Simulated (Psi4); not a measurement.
Complex: HF (SMILES F) (first 2 atoms) with CHN (SMILES C#N); geometry from B3LYP-D3(BJ)/def2-TZVP, rigid monomers moved along the line of their centres of mass till H2···N4 is 1.64 Å.
(charge 0, multiplicity 1):
```xyz
5

F     -0.048    -0.993    -0.137
H      0.037    -0.480     0.644
C      0.294     1.042     2.955
N      0.188     0.415     2.006
H      0.394     1.628     3.841
```

All values below come from SAPT0/jun-cc-pV(D+d)Z in Psi4.

Q: Which attractive term is largest, and how does the interaction split up?

A: electrostatics -15.35, exchange 19.30, induction -8.19, dispersion -2.95, total -7.18 kcal/mol; the largest attraction is electrostatics.
